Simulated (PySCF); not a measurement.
The dipole of `C=C[C@](C)(CC)C(=O)F` from its density and from atomic charges.

Coordinates (GFN2-xTB, Å) and charges (e) from the PBE0/pcSseg-1 density (PySCF):

```
atom       x       y       z  Mulliken      IAO  Hirshfeld  ESP-fitted
  C1  -1.539   1.198  -1.225   -0.1141  -0.3164    -0.0928     -0.4023
  C2  -0.733   0.153  -1.206   -0.1044  -0.1404    -0.0342     -0.1618
  C3  -0.177  -0.478   0.047   -0.6915  -0.0267    +0.0151     +0.1522
  C4  -1.315  -1.069   0.901   -0.1108  -0.4073    -0.1156     -0.6583
  C5   0.636   0.533   0.883   -0.1468  -0.2415    -0.0661     -0.0064
  C6   1.820   1.102   0.109   -0.2558  -0.4238    -0.1219     -0.3087
  C7   0.723  -1.623  -0.334   +0.6855  +0.6090    +0.2472     +0.7214
  O8   0.981  -2.077  -1.392   -0.3334  -0.3797    -0.2118     -0.4771
  F9   1.282  -2.200   0.774   -0.2829  -0.2978    -0.0835     -0.2673
 H10  -1.911   1.602  -2.150   +0.1232  +0.1592    +0.0517     +0.1782
 H11  -1.865   1.698  -0.327   +0.1092  +0.1398    +0.0457     +0.1805
 H12  -0.432  -0.321  -2.130   +0.1248  +0.1634    +0.0403     +0.1352
 H13  -0.915  -1.560   1.786   +0.1277  +0.1508    +0.0400     +0.1740
 H14  -1.885  -1.794   0.324   +0.1251  +0.1502    +0.0436     +0.1937
 H15  -1.986  -0.274   1.215   +0.1236  +0.1482    +0.0471     +0.1883
 H16   0.993   0.041   1.790   +0.1309  +0.1434    +0.0357     +0.0401
 H17  -0.030   1.344   1.182   +0.1231  +0.1364    +0.0423     +0.0589
 H18   2.512   0.313  -0.177   +0.1213  +0.1392    +0.0366     +0.0805
 H19   2.358   1.820   0.723   +0.1212  +0.1474    +0.0457     +0.0957
 H20   1.481   1.604  -0.794   +0.1239  +0.1465    +0.0347     +0.0833
```

Problem. Compute μ = Σ q r for each scheme (1 e·Å = 4.803 D) and compare with the dipole of the full density.

Solution. The full density gives (-1.54, 2.27, 1.34) D, 3.05 D in size; dipole vectors point from the negative to the positive end.

```json
{"scheme": "Mulliken", "μx": "-2.03", "μy": "3.13", "μz": "0.92", "size (D)": "3.85", "share of the full size (%)": "126", "angle to the full dipole (°)": "12"}
{"scheme": "IAO", "μx": "-1.95", "μy": "2.58", "μz": "0.81", "size (D)": "3.34", "share of the full size (%)": "109", "angle to the full dipole (°)": "12"}
{"scheme": "Hirshfeld", "μx": "-1.01", "μy": "1.23", "μz": "0.82", "size (D)": "1.79", "share of the full size (%)": "59", "angle to the full dipole (°)": "5"}
{"scheme": "ESP-fitted", "μx": "-1.55", "μy": "2.31", "μz": "1.35", "size (D)": "3.09", "share of the full size (%)": "101", "angle to the full dipole (°)": "0"}
```

Problem. Which set comes closest?

Solution. Length of the difference vector: ESP-fitted 0.04 D, IAO 0.74 D, Mulliken 1.07 D, Hirshfeld 1.28 D. Closest: ESP-fitted. ESP charges are fitted to the potential around the molecule, whose slowest-falling term is the dipole's. 

Problem. What is left for the Hirshfeld atoms' own dipoles?

Solution. The Hirshfeld atoms' densities add up to the full density, so μ = Σ q r + Σ (atomic dipoles). The atomic dipoles sum to (-1.54, 2.27, 1.34) − (-1.01, 1.23, 0.82) = (-0.53, 1.04, 0.52) D, 1.28 D in size.

Problem. With the origin at the mean of the coordinates, (0.000, 0.001, 0.000) Å, which are the largest single terms, by size, of the Hirshfeld dipole along the direction of the full one?

Solution. O8 +2.70, C7 -2.04, F9 +0.78, C1 -0.50, H11 +0.45 D; all 20 atoms together +1.78 D. The single terms depend on the origin, their sum doesn't.

Problem. Give the size of the full dipole in other units.

Solution. 3.05 D = 1.202 au = 0.636 e·Å = 10.19 × 10⁻³⁰ C·m.

The structure is a single GFN2-xTB conformer in the gas phase; no vibrational or solvent corrections.

These values come from a run that also computed NMR shieldings. Hardware: Intel Xeon Platinum 8259CL at 2.50 GHz, one thread, no GPU, shared host with 96 logical CPUs at a one-minute load of 16. Cost: 60 s wall (with the writing of density and orbital grids), 1.0 GiB resident at most.

Shape of the structure used: `[CH2:1]=[CH:2][C@:3]([CH3:4])([CH2:5][CH3:6])[C:7](=[O:8])[F:9]`: C1–C2–C3–C4 64°, C2–C3–C5–C6 -60°, C2–C3–C7–O8 -3°.
